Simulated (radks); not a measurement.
The iron ion Fe2+ inside a hard spherical wall (all orbitals vanish at R), configuration held at [Ar] 3d6 and not refilled when levels cross. Calculated with a radial shooting solver on a logarithmic mesh with Libxc functionals: non-relativistic Kohn-Sham, PBE, spin-polarised, spherical densities, point nucleus; open shells are filled with parallel spins first. Eigenvalues in eV for spin up, with the zero of energy where the potential of the charges vanishes at infinity; a dash marks a level that is unbound or too diffuse for the functional's potential to be trusted. A positive occupied level is held by the wall or, in an anion where self-interaction has pushed it up, behind a barrier. The pressure on the wall is -dE/dV.

| R (bohr) | E (hartree) | kinetic (hartree) | e(2p) | e(3s) | e(3p) | e(3d) | e(4s, empty) | e(4p, empty) | pressure (GPa) |
|---|---|---|---|---|---|---|---|---|---|
| free | -1262.53658 | 1261.582 | -713.96 | -111.87 | -79.556 | -27.355 | -20.469 | -14.621 | 0 |
| 15 | -1262.53658 | 1261.582 | -713.96 | -111.87 | -79.556 | -27.355 | -20.469 | -14.621 | < 0.0001 |
| 12 | -1262.53658 | 1261.582 | -713.96 | -111.87 | -79.556 | -27.355 | -20.469 | -14.621 | < 0.0001 |
| 7 | -1262.53657 | 1261.582 | -713.95 | -111.87 | -79.555 | -27.353 | -20.456 | -14.548 | 0.00172 |
| 6 | -1262.53642 | 1261.584 | -713.94 | -111.86 | -79.544 | -27.343 | -20.384 | -14.313 | 0.0246 |
| 4 | -1262.52103 | 1261.703 | -713.24 | -111.28 | -78.977 | -26.771 | -17.918 | -10.091 | 5.08 |
| 3.5 | -1262.48910 | 1261.903 | -712.23 | -110.49 | -78.207 | -25.950 | -14.798 | -5.764 | 20.3 |
| 3 | -1262.38863 | 1262.456 | -709.89 | -108.74 | -76.499 | -24.028 | -7.716 | 3.191 | 89.4 |
